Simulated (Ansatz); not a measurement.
`[CH3][SnH2][CH2]F` → `F[CH2][SnH3]` + `[CH2]` (triplet) at 500 K and 1 bar (formal loss of a carbene).

Computed with Ansatz on PBE0-D4/def2-TZVP structures; ΔE is electronic, products minus reactants. CCSD(T)/CBS adds triple-zeta CCSD(T) − MP2 to the extrapolated MP2 energy (def2 sets, frozen cores). This one scheme is used for every species. Triplets are unrestricted, without spin–orbit coupling. def2 core potentials past Kr. For Sn outer-core shells are correlated without core-valence functions, which leaves a few kJ/mol of doubt a bond. One conformer a species, not always the lowest.

```
            species  CCSD(T)/CBS energy (Eh)  H − E (kJ/mol)  S (J/(mol·K))
`[CH3][SnH2][CH2]F`               -394.10357           254.6          429.3
     `F[CH2][SnH3]`               -354.83026           165.8          367.5
  `[CH2]` (triplet)                -39.09499            62.7          213.9
```

H − E and S are ideal-gas, rigid-rotor, harmonic terms from PBE0-D4/def2-TZVP, for one conformer and one mirror image of each species, with the whole ground term of open shells counted as degenerate. 1 Eh = 2625.50 kJ/mol, R = 8.31446 J/(mol·K).

Problem. By hand: ΔE, ΔH, ΔS and ΔG.

Solution. ΔE = (-354.83026) + (-39.09499) − (-394.10357) = 0.17832 Eh = 468.2 kJ/mol. Δ(H − E) = 165.8 + 62.7 − 254.6 = -26.1, so ΔH = 442.1 kJ/mol. ΔS = 367.5 + 213.9 − 429.3 = 152.1 J/(mol·K). ΔG = 442.1 − 500 × (152.1)/1000 = 366.1 kJ/mol.

Problem. By hand: the equilibrium constant, and the temperature at which ΔG would vanish if ΔH and ΔS stayed fixed.

Solution. log₁₀ K = −ΔG/(RT ln 10) = -38.2. ΔG = 0 at ΔH/ΔS = 2907 K, far beyond where these terms or the molecules hold.

The number of gas molecules changes by +1, which sets the sign of ΔS. A doubt of 5 kJ/mol in ΔE shifts log₁₀ K by 0.5 here. Other conformers and mirror images would add mixing entropy, several J/(mol·K) or more a flexible species. Modes under 60 cm⁻¹, often nearly free rotors, make the harmonic entropy too high. A triplet takes part, so the spin changes. These are equilibria of isolated gas molecules and say nothing of rates. Largest T1 diagnostic: 0.013 (customary marks: 0.02 for closed shells, 0.045 for open ones).
